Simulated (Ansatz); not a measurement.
A run for Ansatz (a quantum-chemistry and plane-wave program): U-CCSD(T)/cc-pV(D+d)Z on Cl2H2Si (SMILES Cl[SiH2]Cl), a point of a bond scan (R = 3.969 Å). Files ending in .json are basis or fitting sets from the Basis Set Exchange.

Ansatz 0.2 input:
```yaml
crystal:
  periodic: [false, false, false]
  atoms:
    - {symbol: Cl, position_ang: [-1.67606876, 0.43374004, -0.00367205]}
    - {symbol: Si, position_ang: [-0.01146751, -0.76596349, 0.02370896]}
    - {symbol: Cl, position_ang: [1.68829371, 0.38281595, -0.02160291]}
    - {symbol: H, position_ang: [-0.02517738, -2.85912067, 3.39594948]}
    - {symbol: H, position_ang: [-0.03073375, -1.61675610, -1.17493812]}
basis:
  gaussian:
    orbitals: cc-pV_D+d_Z.json
correlation: {method: ccsd_t, electrons: outside_noble_gas}
scf: {omitted_lower_state_checks: [cluster_reference]}
magnetization: {spin_polarized: true, initial_magnetization: 0}
```

Program output:

```
WARN ansatz: RAYON_NUM_THREADS=2 ignored (pool sized by the plan → 2); use --threads N
Functional definition: HF
these checks for a lower state are left out or cut short: cluster_reference
integrals: 0.11 GiB planned
820 factors; integrals over basis functions are off by at most 9.8e-4 eV
mean field: 0.36 GiB planned
mean field evaluation 1: about -32893.6326 eV, gradient 1.7e1 eV
mean field evaluation 2: about -32893.6530 eV, gradient 1.7e1 eV
mean field evaluation 4: about -32897.3269 eV, gradient 2.4e0 eV
mean field evaluation 8: about -32897.4045 eV, gradient 3.2e-1 eV
mean field evaluation 16: about -32898.0319 eV, gradient 4.0e0 eV
mean field evaluation 32: about -32900.9863 eV, gradient 5.8e-1 eV
mean field evaluation 64: about -32901.0311 eV, gradient 2.2e-1 eV
mean field evaluation 96: about -32897.4058 eV, gradient 6.0e-6 eV
mean field -32901.03186167 eV, -1209.0906197962 hartree, gradient 9.2e-7 eV, S^2 0.997339; 5 other end points of the search recorded, 0 dependent functions left out
15 core orbitals not correlated
reference -32901.03186167 eV, -1209.0906197962 hartree; 10, 10 occupied and 54, 54 virtual orbitals, 820 factors
second order -9.54322133 eV of doubles, -0.00000000 eV of singles
coupled cluster: 0.28 GiB planned
cycle   1  -10.27237642 eV  change   -7.3e-1 eV  update   6.9e-2
cycle   2  -10.51593933 eV  change   -2.4e-1 eV  update   2.3e-2
cycle   3  -10.55988231 eV  change   -4.4e-2 eV  update   1.1e-2
cycle   4  -10.55708645 eV  change    2.8e-3 eV  update   4.2e-3
cycle   5  -10.55645751 eV  change    6.3e-4 eV  update   1.8e-3
cycle   6  -10.55674444 eV  change   -2.9e-4 eV  update   8.6e-4
cycle   7  -10.55697193 eV  change   -2.3e-4 eV  update   6.7e-4
cycle   8  -10.55707981 eV  change   -1.1e-4 eV  update   6.0e-4
cycle   9  -10.55715793 eV  change   -7.8e-5 eV  update   5.2e-4
cycle  10  -10.55733040 eV  change   -1.7e-4 eV  update   3.2e-4
cycle  11  -10.55742718 eV  change   -9.7e-5 eV  update   1.5e-4
cycle  12  -10.55740902 eV  change    1.8e-5 eV  update   6.0e-5
cycle  13  -10.55738238 eV  change    2.7e-5 eV  update   2.6e-5
cycle  14  -10.55736775 eV  change    1.5e-5 eV  update   1.1e-5
coupled cluster: 0.28 GiB planned
perturbative correction -0.26465465 eV, -0.0097258790 hartree
Total energy: -32911.85388408 eV, -1209.4883217840 hartree
Checks for a lower state left out: cluster_reference
```

The run converged. Its determinant has ⟨S²⟩ = 1.00, a mixture of spin states.

Cost: roughly 7 core-seconds.
